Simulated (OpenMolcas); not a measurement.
# Ti2+: moving the ligands

Ti2+ with 4 ligands (ammonia) in tetrahedral coordination (S4) at 2.15 Å. Ligand basis ANO-RCC-VDZP.
```
Ti    0.0000    0.0000    0.0000
N     1.2413    1.2413    1.2413
H     0.7932    2.1306    1.4619
H     1.4619    0.7932    2.1306
H     2.1306    1.4619    0.7932
N     1.2413   -1.2413   -1.2413
H     2.1306   -0.7932   -1.4619
H     1.4619   -2.1306   -0.7932
H     0.7932   -1.4619   -2.1306
N    -1.2413    1.2413   -1.2413
H    -2.1306    0.7932   -1.4619
H    -0.7932    1.4619   -2.1306
H    -1.4619    2.1306   -0.7932
N    -1.2413   -1.2413    1.2413
H    -0.7932   -2.1306    1.4619
H    -2.1306   -1.4619    0.7932
H    -1.4619   -0.7932    2.1306
```

| Item | Value |
| --- | --- |
| Program | OpenMolcas 26.06 |
| Method | SS-CASPT2, IPEA 0.25 Eh, imaginary shift 0.1 Eh (closed shells correlated: 3s 3p and the ligand valence shells) |
| Basis | ANO-RCC-VDZP [5s4p2d1f] |
| Scalar Hamiltonian | DKH2, point nucleus |
| Active space | 2 electrons in 5 orbitals (3d) |
| State averaging | 2S+1 = 3 even, 10 roots; 2S+1 = 1 even, 15 roots |
| Spin-orbit coupling | RASSI with atomic mean-field integrals over the reference wave functions |

Runs around this geometry, states. Energies in cm-1 above the lowest state or level, χT in cm3 K/mol.

```
R (Å)  Ground state  First state of that spin  First gap with spin-orbit (degeneracies)  χT at 300 K  First state of another spin
 2.03      2S+1 = 3                      7540                               7530 (3, 1)        1.014               2S+1 = 1: 8430
 2.15      2S+1 = 3                      5530                                  0 (1, 2)        1.020               2S+1 = 1: 8650
 2.26      2S+1 = 3                      4530                                  0 (1, 2)        1.025               2S+1 = 1: 8750
```

Roots that are degenerate in the reference are averaged as groups; the widest CASPT2 spread within a group is 50 cm-1 (the 2-fold group of multiplicity 1 near 24800 cm-1 above the lowest state of its run, R = 2.03). Shifts and gaps below about the spread of the groups concerned are not significant. Over all roots computed the reference weight is 0.74 to 0.77 in R = 2.03, 0.75 to 0.77 in R = 2.15, 0.75 to 0.77 in R = 2.26; a low but even weight reflects the number of correlated electrons. Ligand-to-metal charge-transfer states are missing. With no ligand orbital active B as a rule stays too high, so bands that hang on it stand too high and its fall with covalency is understated. With one d shell and no ligand orbital active, 10Dq can be off by tens of per cent for divalent 3d ions, low with halides held by bare charges and at times high in hosts. The least metal-like active orbital is 82 % on the metal (Löwdin) and no ligand orbital is active, so the numbers are rough (holds for R = 2.03). No measured value stands beside these numbers; the geometry was imposed, not optimised, and the real ion may take another.

A state without a sure symmetry label is named by its multiplicity alone.
